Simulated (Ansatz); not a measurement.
Gas-phase reaction 2 R1 + 2 R2 + 3 R3 → 6 P1 + P2, each structure at its B3LYP-D3(BJ)/def2-SVP stationary point, reached from a drawn start (curvature not checked).
P1: H2 (SMILES [H][H]), charge 0, multiplicity 1.
R1, H2O (SMILES O) (charge 0, multiplicity 1):
| atom | x (Å) | y (Å) | z (Å) |
|---|---|---|---|
| O | 0.0000 | 0.0000 | 0.4007 |
| H | 0.0000 | 0.7570 | -0.2004 |
| H | 0.0000 | -0.7570 | -0.2004 |
R2: HF (SMILES F), charge 0, multiplicity 1.
R3, SiH4 (SMILES [SiH4]) (charge 0, multiplicity 1):
```xyz
5

Si     0.000     0.000     0.000
H      0.861     0.861     0.861
H     -0.861    -0.861     0.861
H     -0.861     0.861    -0.861
H      0.861    -0.861    -0.861
```
P2: F2H6O2Si3 (SMILES F[Si](F)(O[SiH3])O[SiH3]), charge 0, multiplicity 1.

P less R. No zero-point or thermal terms. One arrangement of each flexible species, with no search for the lowest.

Cores are frozen in the correlated methods.

Run with Ansatz (a first-principles code). No computed number here is a measurement.

Total energies in hartree:

```
structure  PBE/def2-TZVPP  B3LYP/def2-TZVPP  CCSD(T)/cc-pV(T+d)Z
---------  --------------  ----------------  -------------------
P1              -1.166089         -1.179798            -1.172125
R1             -76.380213        -76.466550           -76.332119
R2            -100.393476       -100.492722          -100.338294
R3            -291.721820       -291.917027          -291.439958
P2           -1221.917705      -1222.806854         -1220.856570
```

Task: Work out the reaction energy at each level in kcal/mol (1 hartree = 627.50947 kcal/mol), and say how far PBE/def2-TZVPP lies from CCSD(T)/cc-pV(T+d)Z.

Result: 
- PBE/def2-TZVPP: 6 × (-1.166089) + (-1221.917705) − 2 × (-76.380213) − 2 × (-100.393476) − 3 × (-291.721820) = -0.201401 hartree = -126.38 kcal/mol
- B3LYP/def2-TZVPP: 6 × (-1.179798) + (-1222.806854) − 2 × (-76.466550) − 2 × (-100.492722) − 3 × (-291.917027) = -0.216017 hartree = -135.55 kcal/mol
- CCSD(T)/cc-pV(T+d)Z: 6 × (-1.172125) + (-1220.856570) − 2 × (-76.332119) − 2 × (-100.338294) − 3 × (-291.439958) = -0.228620 hartree = -143.46 kcal/mol
PBE/def2-TZVPP less CCSD(T)/cc-pV(T+d)Z: 17.08 kcal/mol. CCSD(T)/cc-pV(T+d)Z is the level counted from, the highest shown, and no exact or measured value.
